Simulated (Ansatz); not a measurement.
`FC[SiH](F)CCl` + `[AlH3]` → `FC[SiH](F)[AlH2]` + `CCl` at 500 K and 1 bar (formal exchange of groups at the Si–C bond).

Isolated molecules relaxed with PBE0-D4/def2-TZVP in Ansatz; ΔE leaves out vibrations. CCSD(T)/CBS is the MP2 limit (def2-TZVPP, def2-QZVPP) plus CCSD(T) − MP2 in def2-TZVPP, frozen cores. This one scheme is used for every species. One conformer a species, not always the lowest.

```tsv
species	CCSD(T)/CBS energy (Eh)	H − E (kJ/mol)	S (J/(mol·K))
`FC[SiH](F)CCl`	-1027.61827	236.1	448.1
`[AlH3]`	-243.78045	68.7	232.2
`FC[SiH](F)[AlH2]`	-771.76241	195.6	447.2
`CCl`	-499.63220	119.3	258.4
```

H − E and S are ideal-gas, rigid-rotor, harmonic terms from PBE0-D4/def2-TZVP, for one conformer and one mirror image of each species. 1 Eh = 2625.50 kJ/mol, R = 8.31446 J/(mol·K).

Question: By hand: ΔE, ΔH, ΔS and ΔG.

Answer: ΔE = (-771.76241) + (-499.63220) − (-1027.61827) − (-243.78045) = 0.00411 Eh = 10.8 kJ/mol. Δ(H − E) = 195.6 + 119.3 − 236.1 − 68.7 = 10.1, so ΔH = 20.9 kJ/mol. ΔS = 447.2 + 258.4 − 448.1 − 232.2 = 25.3 J/(mol·K). ΔG = 20.9 − 500 × (25.3)/1000 = 8.2 kJ/mol.

Question: By hand: the equilibrium constant, and the temperature at which ΔG would vanish if ΔH and ΔS stayed fixed.

Answer: log₁₀ K = −ΔG/(RT ln 10) = -0.9. ΔG = 0 at ΔH/ΔS = 826 K.

TΔS isn't small against ΔH here. A doubt of 5 kJ/mol in ΔE shifts log₁₀ K by 0.5 here. Other conformers and mirror images would add mixing entropy, several J/(mol·K) or more a flexible species. Modes under 60 cm⁻¹, often nearly free rotors, make the harmonic entropy too high. These are equilibria of isolated gas molecules and say nothing of rates. Largest T1 diagnostic: 0.012 (customary marks: 0.02 for closed shells, 0.045 for open ones).
